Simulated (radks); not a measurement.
The numbers below are computed, except where a source is named.
All-electron atom: La3+ in [Xe] (the NIST ground configuration).

Level of theory: Dirac Kohn-Sham, PBE, spin-unpolarised, spherical densities, finite nucleus; Fermi nuclear charge, rms radius 4.855 fm (a radial shooting solver on a logarithmic mesh with Libxc functionals).

Energy parts (eV):
total: -231182.95
kinetic: 247386.18
electron-nucleus: -561173.59
Hartree: 88135.58
exchange-correlation: -5531.11

Orbitals (lengths in bohr, moments of r in powers of bohr):
orbital  occ.  eigenvalue (eV)      <r^2>   <1/r>
1s1/2       2        -38738.98  0.0008538   62.01
2s1/2       2        -6184.273    0.01356   14.59
2p1/2       2        -5833.945   0.009960   14.57
2p3/2       4        -5420.828    0.01123   13.25
3s1/2       2        -1341.200    0.09284   5.254
3p1/2       2        -1193.466    0.08768   5.166
3p3/2       4        -1112.944    0.09531   4.837
3d3/2       4        -854.1401    0.07845   4.700
3d5/2       6        -836.9134    0.08062   4.616
4s1/2       2        -289.4429     0.4827   2.171
4p1/2       2        -235.0673     0.5173   2.068
4p3/2       4        -217.9306     0.5592   1.961
4d3/2       4        -128.7734     0.6726   1.742
4d5/2       6        -125.7963     0.6895   1.716
5s1/2       2         -61.6018      2.659  0.8619
5p1/2       2         -46.5586      3.287  0.7690
5p3/2       4         -43.9137      3.557  0.7337

The highest occupied level is 5p3/2 at -43.914 eV. The density falls to 0.001 e/bohr^3 at r = 3.51 bohr. Summed over all electrons, <r^2> = 38.82 bohr^2, which gives a Langevin (diamagnetic) susceptibility term of -30.7 x 10^-6 cm^3/mol.
